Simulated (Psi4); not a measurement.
CH₆Cl₂SSi₂, singlet, geometry from GFN2-xTB; R2SCAN/def2-TZVP in Psi4.

Psi4 was given this input:
```
memory 2 GB

molecule {
0 1
Si    0.72704911    0.19225592    0.70623530
Cl    2.72467709    0.05727356    0.78139701
Cl    0.19233081    1.98367917   -0.06836202
S    -0.00843284   -1.42239594   -0.47781156
Si   -1.98474322   -0.79807360   -1.16520048
C    -3.01522479   -0.23993546    0.32149364
H     0.17582292    0.11060088    2.04676976
H    -1.78008598    0.27474373   -2.13199862
H    -2.45969974   -2.03069838   -1.77766713
H    -2.62516356    0.68044214    0.74939145
H    -4.04466222   -0.05750280    0.02899971
H    -3.02135430   -0.99438682    1.10444598
}

set {
  basis def2-tzvp
}

energy('r2scan')
print_variables()
```

**Question.** What does Psi4 print? Leave out banner, timings and long lists.

**Answer.** 
```
   => Loading Basis Set <=

    Name: DEF2-TZVP
    Role: ORBITAL
    Keyword: BASIS

         ---------------------------------------------------------
                                   SCF
               by Justin Turney, Rob Parrish, Andy Simmonett
                          and Daniel G. A. Smith
                              RKS Reference
         ---------------------------------------------------------

  ==> Geometry <==

    Molecular point group: c1
    Full point group: C1

    Geometry (in Angstrom), charge = 0, multiplicity = 1:

       Center              X                  Y                   Z               Mass
    ------------   -----------------  -----------------  -----------------  -----------------
         SI           0.633234891035     0.169334580718     0.702284565108    27.976926534650
         CL           2.630862871035     0.034352220718     0.777446275108    34.968852682000
         CL           0.098516591035     1.960757830718    -0.072312754892    34.968852682000
         S           -0.102247058965    -1.445317279282    -0.481762294892    31.972071174400
         SI          -2.078557438965    -0.820994939282    -1.169151214892    27.976926534650
         C           -3.109039008965    -0.262856799282     0.317542905108    12.000000000000
         H            0.082008701035     0.087679540718     2.042819025108     1.007825032230
         H           -1.873900198965     0.251822390718    -2.135949354892     1.007825032230
         H           -2.553513958965    -2.053619719282    -1.781617864892     1.007825032230
         H           -2.718977778965     0.657520800718     0.745440715108     1.007825032230
         H           -4.138476438965    -0.080424139282     0.025048975108     1.007825032230
         H           -3.115168518965    -1.017308159282     1.100495245108     1.007825032230

  Running in c1 symmetry.

  Rotational constants: A =      0.06559  B =      0.02592  C =      0.02081 [cm^-1]
  Rotational constants: A =   1966.36371  B =    776.92385  C =    623.93949 [MHz]
  Nuclear repulsion =  618.887528945600934

  Charge       = 0
  Multiplicity = 1
  Electrons    = 90
  Nalpha       = 45
  Nbeta        = 45

  ==> Algorithm <==

  SCF Algorithm Type is DF.
  DIIS enabled.
  MOM disabled.
  Fractional occupation disabled.
  Guess Type is SAD.
  Energy threshold   = 1.00e-06
  Density threshold  = 1.00e-06
  Integral threshold = 1.00e-12

  ==> Primary Basis <==

  Basis Set: DEF2-TZVP
    Blend: DEF2-TZVP
    Number of shells: 100
    Number of basis functions: 252
    Number of Cartesian functions: 282
    Spherical Harmonics?: true
    Max angular momentum: 3

  ==> DFT Potential <==

   => LibXC <=

    Version 7.1.2
    S. Lehtola, C. Steigemann, M. J. T. Oliveira, and M. A. L. Marques,  SoftwareX 7, 1–5 (2018) (10.1016/j.softx.2017.11.002)

   => Composite Functional: R2SCAN <=

    r2SCAN Meta-GGA XC Functional  (0.1021/acs.jpclett.0c02405)
    J. W. Furness, A. D. Kaplan, J. Ning, J. P. Perdew, J. Sun  J. Phys. Chem. Lett.  11, 8208–8215, 2020

    Deriv               =              1
    GGA                 =           TRUE
    Meta                =           TRUE

    Exchange Hybrid     =          FALSE
    MP2 Hybrid          =          FALSE

   => Exchange Functionals <=

    1.0000   XC_MGGA_X_R2SCAN

   => Correlation Functionals <=

    1.0000   XC_MGGA_C_R2SCAN

   => LibXC Density Thresholds  <==

    XC_MGGA_C_R2SCAN:  1.00E-15
    XC_MGGA_X_R2SCAN:  1.00E-11

   => Molecular Quadrature <=

    Radial Scheme          =       TREUTLER
    Pruning Scheme         =           NONE
    Nuclear Scheme         =       TREUTLER

    Blocking Scheme        =         OCTREE
    BS radius alpha        =              1
    Pruning alpha          =              1
    Radial Points          =             75
    Spherical Points       =            302
    Total Points           =         254358
    Total Blocks           =           1947
    Max Points             =            256
    Max Functions          =            220
    Weights Tolerance      =       1.00E-15

   => Loading Basis Set <=

    Name: (DEF2-TZVP AUX)
    Role: JKFIT
    Keyword: DF_BASIS_SCF

  ==> Integral Setup <==

  SCF_SUBTYPE=INCORE selected. In-core MEM_DF algorithm will be used.
  Using in-core AOs.

Traceback (most recent call last):
  File "psi4", line 375, in <module>
  File "<string>", line 32, in <module>
  File "site-packages/psi4/driver/driver.py", line 533, in energy
  File "site-packages/psi4/driver/procrouting/proc.py", line 2760, in run_scf
  File "site-packages/psi4/driver/procrouting/proc.py", line 2047, in scf_helper
  File "site-packages/psi4/driver/procrouting/scf_proc/scf_iterator.py", line 82, in scf_compute_energy
  File "site-packages/psi4/driver/procrouting/scf_proc/scf_iterator.py", line 200, in scf_initialize
  File "site-packages/psi4/driver/procrouting/scf_proc/scf_iterator.py", line 128, in initialize_jk

RuntimeError:
The most recent 5 function calls were:

psi::PsiException::PsiException(std::__cxx11::basic_string<char, std::char_traits<char>, std::allocator<char> >, char const*, int)
psi::DFHelper::prepare_AO_core()
psi::DFHelper::initialize()

Printing out the relevant lines from the Psithon --> Python processed input file:
    H    -4.04466222   -0.05750280    0.02899971
    H    -3.02135430   -0.99438682    1.10444598
    """)
    core.IO.set_default_namespace("")
    core.set_global_option("BASIS", "def2-tzvp")
--> energy('r2scan')
    print_variables()

!----------------------------------------------------------------------------------!
!                                                                                  !
! Fatal Error: DFHelper: not enough memory for (p shell) AO blocking! required     !
! The most recent 5 function calls were:                                           !
! psi::PsiException::PsiException(std::__cxx11::basic_string<char,                 !
!     std::char_traits<char>, std::allocator<char> >, char const*, int)            !
! psi::DFHelper::prepare_AO_core()                                                 !
! psi::DFHelper::initialize()                                                      !
!                                                                                  !
!----------------------------------------------------------------------------------!
```

The input was rejected before any calculation.
